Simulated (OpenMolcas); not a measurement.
Mo⁴⁺.

* Program: OpenMolcas 26.06
* Method: RASSCF
* Basis: ANO-R2 [7s5p4d2f1g]
* Scalar Hamiltonian: X2C, finite nucleus
* Active space: 8 electrons in 8 orbitals (RAS1 4p, at most 2 holes; RAS2 4d)
* State averaging: 2S+1 = 3 even, 10 roots; 2S+1 = 1 even, 15 roots
* Spin-orbit coupling: RASSI with atomic mean-field integrals over the reference wave functions, term energies averaged over their components

Levels without dynamic correlation, in cm⁻¹ above 4d² ³F₂:

```tsv
Level	E
4d² ¹D₂	11955
4d² ³P₀	13176
4d² ¹G₄	19879
4d² ¹S₀	40779
```

On this reference, SS-RASPT2, IPEA 0.25 Eh, imaginary shift 0.1 Eh (closed shells correlated: 4s) puts 4d² ¹D₂ at 10120 cm⁻¹.

Task: Estimate the other levels at that method by one scale factor, and say how well it serves.

Result: The factor is 10120 / 11955 = 0.847. Scaled values beside those that SS-RASPT2 gives and measured ones (Sugar and Musgrove, J. Phys. Chem. Ref. Data 17, 155 (1988)):
| Level | Scaled | SS-RASPT2 | Miss (%) | Measured |
| --- | --- | --- | --- | --- |
| 4d² ³P₀ | 11160 | 11480 | -2.8 | 11161 |
| 4d² ¹G₄ | 16838 | 16580 | +1.6 | 16354 |
| 4d² ¹S₀ | 34540 | 37370 | -7.6 | 37738 |
For these levels the scaled values miss SS-RASPT2 by up to 7.6 %, as correlation changes each term by its own factor, spin-orbit parts do not scale and CASPT2 has its own spread within terms. This holds within one configuration; levels of others move differently, and the target method has errors of its own against measurement.

CASPT2 breaks the degeneracy within a term, and the mean is taken; among the terms shown or strongly mixed into the levels shown the widest spread is 370 cm-1 (4d² ¹G, SS-RASPT2). Active for correlation alone: 4p; no level in the range computed is led by a configuration that opens it, so any true level of that kind is missing. Without dynamic correlation excited terms often stand tens of per cent too high (terms of higher spin than the ground term too low), and those without a measured partner can miss by more than the paired ones (holds for RASSCF). Measured partners are found by configuration, term and J. A level has none where our copy of the source lacks it or the pairing is in doubt (some pairs that miss far off the trend of their configuration count as doubtful), and it then counts in no deviation. Levels of configurations outside the active space are missing.
